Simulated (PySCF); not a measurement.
CH5FO2Si2. Atoms are numbered in the order given.

```xyz
11

F      2.0641    -0.8816    -0.4172
Si     0.9997    -0.1304     0.5562
O      0.5098     1.3232    -0.0984
C     -0.6942     1.4273    -0.8103
O     -1.6162     0.4252    -0.4883
Si    -1.1664    -0.9607     0.3591
H      1.7149     0.1416     1.8244
H     -0.4792     1.3869    -1.8941
H     -1.1433     2.4044    -0.5673
H     -1.3474    -2.1845    -0.4736
H     -1.9722    -1.0900     1.6071
```
Charge 0, spin multiplicity 1.

Geometry optimised at PBE0-D3(BJ)/def2-SVP. The structure was generated by enumeration; whether it is a known compound was not checked. Other conformers were not sampled.

Calculation: HF/def2-TZVP in PySCF.

ESP charges are fitted to the potential on shells at 1.4 to 2.0 van der Waals radii. Atomic charges (e):

```csv
atom,IAO,ESP fit
F1,-0.60,-0.31
Si2,1.26,0.63
O3,-0.74,-0.35
C4,0.26,-0.02
O5,-0.74,-0.32
Si6,0.83,0.34
H7,-0.18,-0.09
H8,0.12,0.14
H9,0.13,0.12
H10,-0.17,-0.07
H11,-0.17,-0.08
```

Computed Mayer and Wiberg (Löwdin basis) orders of the bonds:
```json
[
 {"bond": "F1–Si2", "Mayer": "0.95", "Wiberg": "1.60"},
 {"bond": "Si2–O3", "Mayer": "1.06", "Wiberg": "1.47"},
 {"bond": "O3–C4", "Mayer": "0.93", "Wiberg": "1.50"},
 {"bond": "C4–O5", "Mayer": "0.94", "Wiberg": "1.53"},
 {"bond": "Si2–Si6", "Mayer": "0.97", "Wiberg": "1.01"},
 {"bond": "O5–Si6", "Mayer": "1.01", "Wiberg": "1.43"},
 {"bond": "Si2–H7", "Mayer": "0.96", "Wiberg": "0.94"},
 {"bond": "C4–H8", "Mayer": "0.99", "Wiberg": "0.91"},
 {"bond": "C4–H9", "Mayer": "0.99", "Wiberg": "0.91"},
 {"bond": "Si6–H10", "Mayer": "0.96", "Wiberg": "0.95"},
 {"bond": "Si6–H11", "Mayer": "0.96", "Wiberg": "0.95"}
]
```
